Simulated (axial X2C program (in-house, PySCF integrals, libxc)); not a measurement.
Spin–orbit effects down a group: molecules with Sr (ions), PBE0

Calculated with an in-house all-electron X2C program for linear molecules (integrals from PySCF), spin-free (one-electron X2C) or two-component (2c: spin–orbit coupling with atomic mean-field Coulomb and Gaunt terms, which also bring small scalar terms), in Dyall basis sets with cores contracted in-house; open shells are unrestricted.

Basis sets: O dyall-av3z, S dyall-av3z, Se dyall-acv3z, Sr dyall-acv3z, Te dyall-acv3z.

```json
{"molecule": "SrO⁻", "spin-free state": "M_S = 1/2, Λ = 0", "Re (Å)": "1.953", "ωe (cm⁻¹)": "630.0", "De (eV)": "3.62", "2c state": "Ω = 1/2", "Re 2c (Å)": "1.952", "ωe 2c (cm⁻¹)": "630.4", "De 2c (eV)": "3.63"}
{"molecule": "SrS⁻", "spin-free state": "M_S = 1/2, Λ = 0", "Re (Å)": "2.518", "ωe (cm⁻¹)": "348.4", "De (eV)": "2.77", "2c state": "Ω = 1/2", "Re 2c (Å)": "2.517", "ωe 2c (cm⁻¹)": "348.5", "De 2c (eV)": "2.78"}
{"molecule": "SrSe⁻", "spin-free state": "?", "Re (Å)": "?", "ωe (cm⁻¹)": "?", "De (eV)": "?", "2c state": "?", "Re 2c (Å)": "?", "ωe 2c (cm⁻¹)": "?", "De 2c (eV)": "?"}
{"molecule": "SrTe⁻", "spin-free state": "M_S = 1/2, Λ = 0", "Re (Å)": "2.900", "ωe (cm⁻¹)": "191.4", "De (eV)": "2.20", "2c state": "Ω = 1/2", "Re 2c (Å)": "2.905", "ωe 2c (cm⁻¹)": "188.4", "De 2c (eV)": "2.05"}
```

Task: Estimate the 2c Re and ωe of SrSe⁻ as the mean of its neighbours in the table.

Result: Re ≈ 2.711 Å, ωe ≈ 268.4 cm⁻¹. The PBE0 runs give the row below, so the estimate misses by 0.051 Å and 28.5 cm⁻¹.

| molecule | spin-free state | Re (Å) | ωe (cm⁻¹) | De (eV) | 2c state | Re 2c (Å) | ωe 2c (cm⁻¹) | De 2c (eV) |
| --- | --- | --- | --- | --- | --- | --- | --- | --- |
| SrSe⁻ | M_S = 1/2, Λ = 0 | 2.659 | 240.6 | 2.54 | Ω = 1/2 | 2.660 | 239.9 | 2.50 |

Fragments in 2c: Sr + O-, Sr + S-, Sr + Se-, Te- + Sr. Each entry is the lowest single determinant of a limited PBE0 search at one distance. De goes to single-determinant-based atoms at the same level (for ions the charge split of lowest energy) and is withheld (n/a) where an atom does not fit its ground term or J level. Main or longest-lived isotopes. Some light 2c atoms are not at their ground J level, so De misses part of their lowering (0.04 eV or less). The functionals have no current term, which raises determinants with orbital currents.
